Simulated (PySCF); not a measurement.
## Mayer bond orders and bond lengths

Compound: C6H9S (charge -1).
Atom-mapped SMILES: `[CH2:1]=[C:2]([CH3:3])[C@@H:4]1[CH2:5][C@@H:6]1[S-:7]` (hydrogens: H8, H9 on C1; H10, H11, H12 on C3; H13 on C4; H14, H15 on C5; H16 on C6)

Cartesian coordinates in Å at the GFN2-xTB level; atoms count from 1:
```xyz
16
C6H9S angstrom
C     -1.4386    1.6191   -0.4031
C     -0.7555    0.5217   -0.0598
C     -1.2681   -0.4341    0.9635
C      0.5670    0.2536   -0.6278
C      1.1339   -1.1334   -0.8247
C      1.7802   -0.2406    0.1875
S      1.8092   -0.6083    1.9066
H     -2.3958    1.8545    0.0348
H     -1.0572    2.3294   -1.1205
H     -2.1601   -0.0491    1.4548
H     -1.5015   -1.4029    0.5198
H     -0.4690   -0.5936    1.7012
H      0.8390    0.9674   -1.4056
H      0.5601   -1.9659   -0.4446
H      1.6402   -1.3447   -1.7614
H      2.7087    0.2359   -0.1323
```

Bond orders from the PBE0/pcSseg-1 density (PySCF). Isolated species at its GFN2-xTB geometry (one conformer only). The pcSseg-1 basis has no diffuse functions, a weakness for an anion. The HOMO energy is positive at this level (+0.13 eV), so the outermost electrons may be held by the finite basis alone.

How far do the computed orders between heavy atoms stray from the drawn ones?

The largest departure is 0.171, at C6–S7 (drawn single, 1.171). Drawn single, order above 1.12: C6–S7 (1.171). Drawn single, order below 0.88: C6–C4 (0.842). The SMILES, with its formal charges, is one Lewis structure only.

Give the Mayer order of every bond, beside its length.

```json
{"bond": "C1–C2", "drawn as": "double", "length (Å)": "1.337", "Mayer order": "1.911"}
{"bond": "C2–C3", "drawn as": "single", "length (Å)": "1.491", "Mayer order": "1.075"}
{"bond": "C2–C4", "drawn as": "single", "length (Å)": "1.464", "Mayer order": "1.061"}
{"bond": "C4–C5", "drawn as": "single", "length (Å)": "1.511", "Mayer order": "0.931"}
{"bond": "C5–C6", "drawn as": "single", "length (Å)": "1.497", "Mayer order": "0.901"}
{"bond": "C6–S7", "drawn as": "single", "length (Å)": "1.758", "Mayer order": "1.171"}
{"bond": "C6–C4", "drawn as": "single", "length (Å)": "1.543", "Mayer order": "0.842"}
{"bond": "C1–H8", "drawn as": "single", "length (Å)": "1.079", "Mayer order": "0.937"}
{"bond": "C1–H9", "drawn as": "single", "length (Å)": "1.079", "Mayer order": "0.945"}
{"bond": "C3–H10", "drawn as": "single", "length (Å)": "1.089", "Mayer order": "0.955"}
{"bond": "C3–H11", "drawn as": "single", "length (Å)": "1.091", "Mayer order": "0.940"}
{"bond": "C3–H12", "drawn as": "single", "length (Å)": "1.099", "Mayer order": "0.877"}
{"bond": "C4–H13", "drawn as": "single", "length (Å)": "1.090", "Mayer order": "0.952"}
{"bond": "C5–H14", "drawn as": "single", "length (Å)": "1.080", "Mayer order": "0.949"}
{"bond": "C5–H15", "drawn as": "single", "length (Å)": "1.086", "Mayer order": "0.951"}
{"bond": "C6–H16", "drawn as": "single", "length (Å)": "1.091", "Mayer order": "0.951"}
```

Bonds between the same two heavy elements. C–C: lowest C6–C4 (0.842, 1.543 Å), highest C1–C2 (1.911, 1.337 Å); in 1 of the 15 pairs the longer bond (by over 0.003 Å) has the higher order (by 0.02 or more).

Sum the orders of all bonds at each heavy atom with more than one neighbour and set the sums beside the valence in the SMILES.

C1 3.793 (drawn 4), C2 4.047 (drawn 4), C3 3.847 (drawn 4), C4 3.786 (drawn 4), C5 3.732 (drawn 4), C6 3.865 (drawn 4). Orders between atoms that aren't bonded are not in these sums.

The Mayer order sums products of elements of PS (density times overlap matrix) between the two atoms' basis functions, so it depends on the basis set.

The run behind these numbers computed NMR shieldings as well. Hardware: one thread of an Arm Neoverse V1, shared host. Cost: 23 s, 0.77 GiB resident at most.
